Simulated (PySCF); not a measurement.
# Polarisability and C₆ of H (hydrogen, neutral)

1s1, 2S determinant. All numbers are calculated (PySCF 2.14, the spin-free X2C one-electron Hamiltonian (Gaussian nucleus), in x2c-TZVPPall with one added diffuse shell each of s, p type (4s3p1d, 18 functions)). Coupled (time-dependent) response in atomic units; α is the mean over directions.

```tsv
method	mean α (bohr³)	C₆ (like pair)	S(−4)
UHF	4.458	6.493	24.55
```

S(−4) is the Cauchy moment in α(ω) = α(0) + S(−4) ω² + …

Reference α: 4.507 bohr³ (recommended; Schwerdtfeger and Nagle, table of static dipole polarizabilities (2023 update)). Published C₆: 6.499 (Chu and Dalgarno (2004); Tang, Norbeck and Certain (1976)).

α(iu) at UHF:

```json
{"u (hartree)": "0", "α(iu) (bohr³)": "4.458"}
{"u (hartree)": "0.0500", "α(iu) (bohr³)": "4.397"}
{"u (hartree)": "0.100", "α(iu) (bohr³)": "4.226"}
{"u (hartree)": "0.200", "α(iu) (bohr³)": "3.658"}
{"u (hartree)": "0.300", "α(iu) (bohr³)": "2.996"}
{"u (hartree)": "0.500", "α(iu) (bohr³)": "1.918"}
{"u (hartree)": "0.750", "α(iu) (bohr³)": "1.147"}
{"u (hartree)": "1.00", "α(iu) (bohr³)": "0.7442"}
{"u (hartree)": "1.50", "α(iu) (bohr³)": "0.3778"}
{"u (hartree)": "2.00", "α(iu) (bohr³)": "0.2254"}
{"u (hartree)": "3.00", "α(iu) (bohr³)": "0.1054"}
{"u (hartree)": "5.00", "α(iu) (bohr³)": "0.03916"}
```

For a non-relativistic one-electron ion the exact value is 9/(2Z⁴) = 4.500 bohr³; Hartree-Fock is exact here up to the basis and relativity.
